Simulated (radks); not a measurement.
Results of a calculation; reference values are marked as such.
Q: These are the eigenvalues of the occupied orbitals of an atom or ion with whole-number occupations (hartree). Level of theory: Dirac Kohn-Sham, BLYP, spin-unpolarised, spherical densities, point nucleus (a radial shooting solver on a logarithmic mesh with Libxc functionals).

1s1/2: -2964.560
2s1/2: -522.8019
2p1/2: -501.2884
2p3/2: -433.8001
3s1/2: -123.5259
3p1/2: -113.8677
3p3/2: -98.97564
3d3/2: -82.96569
3d5/2: -79.76552
4s1/2: -26.95785
4p1/2: -22.84173
4p3/2: -19.26903
4d3/2: -12.54208
4d5/2: -11.87700
5s1/2: -4.17712
4f5/2: -3.25040
4f7/2: -3.11034
5p1/2: -2.84346
5p3/2: -2.23648
5d3/2: -0.48718
5d5/2: -0.42972
7p1/2: -0.03546

Which element is it, and in what charge state? The configuration may be excited. Open shells, if any, fill j = l - 1/2 first.

A: Z = 79, gold, charge 0: Au in [Xe] 4f14 5d10 7p1. The list shows which subshells hold electrons but not how many an open one holds; the 1s level, -2964.6 hartree, gives Z - s = 77.0 by -(Z - s)^2/2, which with screening and relativity narrows Z to a few neighbours, and the depths of the outer levels then fix element, charge and occupations together.
